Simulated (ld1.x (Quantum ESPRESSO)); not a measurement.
Pseudopotential generation for Sr: PAW, PBE, scalar-relativistic.

| Item | Value |
| --- | --- |
| Element | strontium |
| Generator | ld1.x (Quantum ESPRESSO) 7.5 |
| Type | PAW |
| Functional | PBE |
| Relativity | scalar-relativistic |
| Frozen core | [Ar] 3d10 |
| Valence charge | 10 |
| Reference configuration | 4s2 4p6 4d0 5s2 5p0 |
| Partial waves | 4s (bound): rcut 1.75, rcutus 2.15 bohr; 5s (bound): rcut 1.75, rcutus 2.15 bohr; 4p (bound): rcut 2.10, rcutus 2.15 bohr; 5p (bound, empty): rcut 2.10, rcutus 2.15 bohr; 4d (bound, empty): rcut 3.05, rcutus 3.65 bohr; 4d channel at 4.95 Ry: rcut 3.05, rcutus 3.65 bohr; 4f channel at -0.1 Ry: rcut 2.55, rcutus 3.30 bohr; 4f channel at 2.3 Ry: rcut 2.55, rcutus 3.30 bohr |
| Local potential | all-electron potential smoothed inside 2.50 bohr (lloc = -2) |
| Core correction | Bessel-smoothed model core inside 1.85 bohr |
| Augmentation charge | BESSEL, radius 1.45 bohr |

All-electron outer shells of the reference configuration (PBE, scalar-relativistic, ld1.x):

| shell | level (eV) | outermost node (bohr) | outermost maximum (bohr) |
| --- | --- | --- | --- |
| 3p | -256.15 | 0.19 | 0.43 |
| 3d | -128.02 | – | 0.38 |
| 4s | -40.90 | 0.59 | 1.19 |
| 4p | -22.82 | 0.61 | 1.33 |
| 5s | -3.53 | 1.65 | 3.72 |
| 5p | -1.28 | 1.96 | 4.83 |
| 4d | -1.28 | 0.65 | 2.12 |

Results:

```json
{"Cutoffs needed": "18 Ry and 30 Ry (the cutoffs (Ry, on a coarse ladder) from which the occupation-weighted sum of valence levels, in a spherical-Bessel basis at the reference potential, stays within 10 and 1 mRy of its value at 400 Ry)", "Ghost test": "no extra level below or beside the all-electron valence levels (s, p, d, f tested) (spherical-Bessel basis up to 400 Ry, 20 bohr box)", "Configuration tests": "test run stopped at test 1 of 7 (negative rho)", "Lowest eigenvalue of the overlap operator": "0.11 (s channel)"}
```

Generation and tests took about 1.3 s on one core of a shared server CPU.
